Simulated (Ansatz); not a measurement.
Species: sum formula H4BSiO2, charge 0, multiplicity 2. It need not be the lowest isomer of its formula. 
Structure (B3LYP-D3(BJ)/def2-TZVP (Ansatz, a first-principles code) minimum search):
```
B
O 1 1.3613
H 2 0.9666 1 112.77
O 1 1.3713 2 118.21 3 -0.59
H 4 0.9609 1 115.14 2 179.01
Si 1 2.0101 2 118.17 3 -177.74
H 6 1.4805 1 118.06 2 -28.12
H 6 1.4861 7 110.77 1 136.28
```
Charge 0, spin multiplicity 2.

Atomisation energy built up term by term with Ansatz (kcal/mol; UHF references for open shells; valence terms freeze the core; atomic spin-orbit terms are left out). Basis-set limits of correlation are two-point, X^-3; Hartree-Fock from the larger set (for Q and 5 zeta extrapolated as (X+1)exp(-9√X)).

```csv
term,basis,kcal/mol
Hartree-Fock,"CBS(cc-pV(Q+d)Z,cc-pV(5+d)Z)",511.30
CCSD correlation,"CBS(cc-pV(Q+d)Z,cc-pV(5+d)Z)",174.96
(T),"CBS(cc-pV(Q+d)Z,cc-pV(5+d)Z)",11.80
core correlation,cc-pwCVTZ,1.93
scalar relativity (X2C),cc-pVTZ-DK against cc-pVTZ,-1.19
sum: De,,698.8
```

(T) makes 1.7 % of the CCSD(T) atomisation energy; under 5 % is typical of single-reference molecules.
